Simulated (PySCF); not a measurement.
Dipole moment and polarisability of `O=Cc1ccncc1`

Species: C6H5NO.
SMILES with atom numbers: `[O:1]=[CH:2][c:3]1[cH:4][cH:5][n:6][cH:7][cH:8]1` (hydrogens: H9 on C2; H10 on C4; H11 on C5; H12 on C7; H13 on C8)

Structure used (GFN2-xTB), in Å, numbered top down from 1:
```xyz
13
C6H5NO angstrom
O      2.8295    0.9719    0.0110
C      2.1363   -0.0079   -0.0538
C      0.6623   -0.0048   -0.0167
C     -0.0621   -1.1926   -0.1010
C     -1.4458   -1.1200   -0.0618
N     -2.1098    0.0173    0.0510
C     -1.4239    1.1449    0.1306
C     -0.0397    1.1947    0.1027
H      2.5756   -1.0210   -0.1505
H      0.4435   -2.1418   -0.1946
H     -2.0556   -2.0117   -0.1244
H     -2.0161    2.0458    0.2209
H      0.5015    2.1256    0.1687
```

Level: PBE0/def2-SVPD (PySCF), static field, nuclei fixed, core orbitals frozen in the response. The polarisability tensor in these axes (au):

```
x   100.11   3.81  -1.03
y     3.81  86.55   3.51
z    -1.03   3.51  44.60
```

Q: Diagonalise the tensor; give its mean and Δα, where Δα² is half the sum of the squared differences of the eigenvalues.

A: Principal values 44.28, 85.87 and 101.11 au; mean 77.09 au = 11.42 Å³ = 12.71 × 10⁻⁴⁰ C²·m²/J; Δα = 50.95 au (66 % of the mean).

Q: What is the dipole moment, and where does it point?

A: (-0.40, -1.76, -0.14) D, 1.81 D in size, pointing from the negative to the positive side. Measured along this direction, the outermost atoms are H13 at the negative end and H11 at the positive end.

Q: Sum over states: ᾱ = Σ f/ω², ω in Eh. What share falls to these 8 lowest TDDFT singlets (eV, f)? 3.56, 0.0000; 3.98, 0.0019; 4.75, 0.0462; 5.13, 0.0001; 5.69, 0.2025; 6.00, 0.0000; 6.68, 0.0007; 6.73, 0.0022.

A: They add up to 6.28 au, 8.2 % of the 77.09 au; the largest single term is 4.63 au, from the state at 5.69 eV. Terms in order: 0.00, 0.09, 1.52, 0.00, 4.63, 0.00, 0.01, 0.04 au. Higher excitations give the rest. The strengths listed sum to 0.254.

Q: How large is μ²/3kT at 298 K beside α?

A: In Gaussian units μ²/3kT = 26.45 Å³ against 11.42 Å³, a ratio of 2.32; the Debye molar polarisation (4π/3)N_A(α + μ²/3kT) is 95.5 cm³/mol, leaving out the vibrational part.

Q: Directions of the eigenvectors, and the extent of the frame along each?

A: Largest value along (0.97, 0.25, 0.00), where the nuclei span 5.48 Å; middle along (-0.25, 0.96, 0.09), 4.69 Å; least along (0.02, -0.08, 1.00), 0.00 Å. The response follows the extents in order.

Q: What would n − 1 = 2πNα be for an ideal gas of these molecules at 400 K and 1 atm, electronic part alone?

A: N = p/kT = 1.8347 × 10¹⁹ cm⁻³, so n − 1 = 2π × N × 11.42 × 10⁻²⁴ cm³ = 1317 × 10⁻⁶ at long wavelengths.

Q: Traceless (Buckingham) quadrupole moment about the centre of nuclear charge: eigenvalues?

A: -16.14, 1.50, 14.64 D·Å. The values depend on the origin, since the dipole doesn't vanish. The electronic extent ⟨r²⟩ about the same centre is 902 bohr², a root-mean-square distance of 2.12 Å for the 56 electrons.

The structure is a single GFN2-xTB conformer in the gas phase; no vibrational or solvent corrections.

These values come from a run that also computed excited states. On one thread, x86-64 server (shared host), this took 34 s.
